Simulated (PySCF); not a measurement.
PySCF 2.14 output of an unrestricted PBE0 calculation on a single atom or ion in aug-cc-pwCVTZ, with the non-relativistic Hamiltonian (point nucleus):

```
SCF conv_tol = 1e-09
number electrons alpha = 8  beta = 6
    C. Adamo and V. Barone.,  J. Chem. Phys. 110, 6158 (1999)
    M. Ernzerhof and G. E. Scuseria.,  J. Chem. Phys. 110, 5029 (1999)
cycle= 1 E= -289.070556447869  delta_E= -0.00596  |g|= 0.0131  |ddm|= 0.38
cycle= 2 E= -289.070761831436  delta_E= -0.000205  |g|= 0.0045  |ddm|= 0.0744
cycle= 3 E= -289.070799871608  delta_E= -3.8e-05  |g|= 0.00175  |ddm|= 0.0384
cycle= 4 E= -289.070815583  delta_E= -1.57e-05  |g|= 0.000511  |ddm|= 0.0342
cycle= 5 E= -289.070819745494  delta_E= -4.16e-06  |g|= 0.000179  |ddm|= 0.0228
cycle= 6 E= -289.070820347106  delta_E= -6.02e-07  |g|= 1.77e-05  |ddm|= 0.0134
cycle= 7 E= -289.070820348434  delta_E= -1.33e-09  |g|= 3.21e-06  |ddm|= 0.000926
cycle= 8 E= -289.070820348453  delta_E= -1.99e-11  |g|= 2.02e-07  |ddm|= 0.000208
converged SCF energy = -289.070820348453  <S^2> = 2.0060992  2S+1 = 3.0040634
```

The run itself started from symmetry-adapted Hartree-Fock orbitals and held the occupation by maximum overlap, on a logarithmic radial grid, so the iterations belong to that start.

Question: Which element, charge and spin multiplicity is this?

Answer: Si (silicon, neutral), multiplicity 3; the state was [Ne] 3s2 3p1 4s1, high-spin 3P determinant (an excited configuration).

The outer electron is Rydberg-like, and this basis confines it to a smaller radius and binds it less than a complete one would.
